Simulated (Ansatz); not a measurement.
Geometry optimisation, DFT r2SCAN-D3(BJ), scalar-relativistic, plane waves, PAW in Ansatz 0.2.0.

Input:

```yaml
crystal:
  lattice:
    - [7.529072, 0.0, 0.0]
    - [0.0, 7.529072, 0.0]
    - [0.0, 0.0, 7.529072]
  atoms:
    - { symbol: C, position: [0.4602787, 0.5636383, 0.1912611] }
    - { symbol: C, position: [0.3576719, 0.656226, 0.0455724] }
    - { symbol: O, position: [0.3922041, 0.5622442, -0.1153291] }
    - { symbol: H, position: [0.3267324, 0.6208806, -0.2097682] }
    - { symbol: H, position: [0.214999, 0.6559583, 0.0765869] }
    - { symbol: H, position: [0.400191, 0.7954894, 0.0348328] }
    - { symbol: H, position: [0.4392119, 0.6297694, 0.318816] }
    - { symbol: H, position: [0.4170561, 0.4256769, 0.2024434] }
    - { symbol: H, position: [0.6020284, 0.5650425, 0.1607388] }
    - { symbol: C, position: [-0.0694134, 0.847456, 0.4898991] }
    - { symbol: C, position: [0.084898, 0.8871953, 0.6121064] }
    - { symbol: O, position: [0.2360973, 0.7968352, 0.542191] }
    - { symbol: H, position: [0.3359905, 0.8216503, 0.6199669] }
    - { symbol: H, position: [0.1083667, 1.0311702, 0.6182681] }
    - { symbol: H, position: [0.054834, 0.8415941, 0.7475102] }
    - { symbol: H, position: [-0.1900971, 0.9133609, 0.5365825] }
    - { symbol: H, position: [-0.0397276, 0.8938547, 0.355763] }
    - { symbol: H, position: [-0.0931969, 0.7045034, 0.4848518] }
    - { symbol: C, position: [0.889102, 0.4038234, 0.3042737] }
    - { symbol: C, position: [1.0374691, 0.3534162, 0.4298609] }
    - { symbol: O, position: [1.171463, 0.2681308, 0.3264862] }
    - { symbol: H, position: [1.2674281, 0.2352471, 0.4061912] }
    - { symbol: H, position: [1.0902696, 0.4725613, 0.4956946] }
    - { symbol: H, position: [0.9871357, 0.2642069, 0.5339079] }
    - { symbol: H, position: [0.7816038, 0.47017, 0.3758951] }
    - { symbol: H, position: [0.9391289, 0.4932998, 0.2017169] }
    - { symbol: H, position: [0.8361174, 0.2851925, 0.2398849] }
    - { symbol: C, position: [0.5531314, 0.062939, 0.7815734] }
    - { symbol: C, position: [0.5951628, 0.2118299, 0.9095996] }
    - { symbol: O, position: [0.6929261, 0.342396, 0.8131156] }
    - { symbol: H, position: [0.7205333, 0.4386724, 0.8944312] }
    - { symbol: H, position: [0.4717025, 0.2682497, 0.9633758] }
    - { symbol: H, position: [0.6730359, 0.1609053, 1.0221161] }
    - { symbol: H, position: [0.4778201, -0.0420126, 0.8479113] }
    - { symbol: H, position: [0.4748461, 0.113584, 0.670519] }
    - { symbol: H, position: [0.6759407, 0.0063669, 0.7291897] }
basis:
  ecutwfc: 500.0
kpoints:
  mp_grid: { grid: [1, 1, 1] }
hamiltonian:
  xc: r2scan
  dispersion: d3bj
scf:
  occupations: { method: fermi_dirac, width: 0.02 }
  lower_state_search: "off"
relax:
  f_tol: 0.3
  max_steps: 15
  adjacent_minimum: "off"
```

Command:

```bash
$ ansatz run input.yaml --threads 1 --pin off --max-ram 3072MiB --backend cpu --events-out ev --progress --plain --runs-dir out
```

Q: Where does it end, and by what steps?

A: The run converged. The threshold is loose, so the end isn't yet a minimum. The force dipped under the threshold on the way, but the program's further checks kept it going. Limits of this set-up: coarse k mesh. After 8 steps the energy has fallen by 0.621 eV; H31 moved furthest, 1.06 Å.

```json
{"step": "0", "energy less start (eV)": "0.0000", "largest force component (eV/Å)": "0.653", "accepted": "yes"}
{"step": "1", "energy less start (eV)": "-0.2071", "largest force component (eV/Å)": "0.578", "accepted": "yes"}
{"step": "2", "energy less start (eV)": "-0.3094", "largest force component (eV/Å)": "0.836", "accepted": "yes"}
{"step": "3", "energy less start (eV)": "-0.3898", "largest force component (eV/Å)": "0.676", "accepted": "yes"}
{"step": "4", "energy less start (eV)": "-0.4621", "largest force component (eV/Å)": "0.462", "accepted": "yes"}
{"step": "5", "energy less start (eV)": "-0.5246", "largest force component (eV/Å)": "0.232", "accepted": "yes"}
{"step": "6", "energy less start (eV)": "-0.5246", "largest force component (eV/Å)": "0.233", "accepted": "yes"}
{"step": "7", "energy less start (eV)": "-0.5767", "largest force component (eV/Å)": "0.208", "accepted": "yes"}
{"step": "8", "energy less start (eV)": "-0.6208", "largest force component (eV/Å)": "0.151", "accepted": "yes"}
```

```xyz
36
Lattice="7.5291 0.0000 0.0000 0.0000 7.5291 0.0000 0.0000 0.0000 7.5291" Properties=species:S:1:pos:R:3
C 3.490 4.510 1.506
C 2.527 4.946 0.428
O 3.056 4.550 -0.839
H 2.438 4.815 -1.539
H 1.545 4.483 0.584
H 2.393 6.036 0.457
H 3.125 4.823 2.484
H 3.592 3.423 1.502
H 4.476 4.950 1.337
C -0.324 6.452 3.647
C 0.703 6.727 4.718
O 1.828 5.839 4.544
H 2.627 6.368 4.664
H 1.048 7.759 4.650
H 0.280 6.572 5.717
H -1.167 7.134 3.758
H 0.113 6.606 2.660
H -0.696 5.431 3.719
C 6.792 2.716 2.293
C 7.989 2.630 3.210
O 8.961 1.769 2.598
H 9.796 1.895 3.064
H 8.421 3.622 3.380
H 7.684 2.228 4.185
H 5.995 3.285 2.771
H 7.048 3.198 1.348
H 6.411 1.717 2.070
C 4.213 0.313 5.881
C 4.167 1.582 6.707
O 4.942 2.598 6.083
H 4.482 3.433 6.276
H 3.132 1.923 6.824
H 4.560 1.371 7.713
H 3.615 -0.467 6.358
H 3.834 0.512 4.872
H 5.235 -0.063 5.788
```

Whether the end is a true minimum wasn't checked by a vibrational analysis.

Run time: 5.3 min on 1 thread of Arm Neoverse V2 (shared host), peak memory 1.4 GiB.
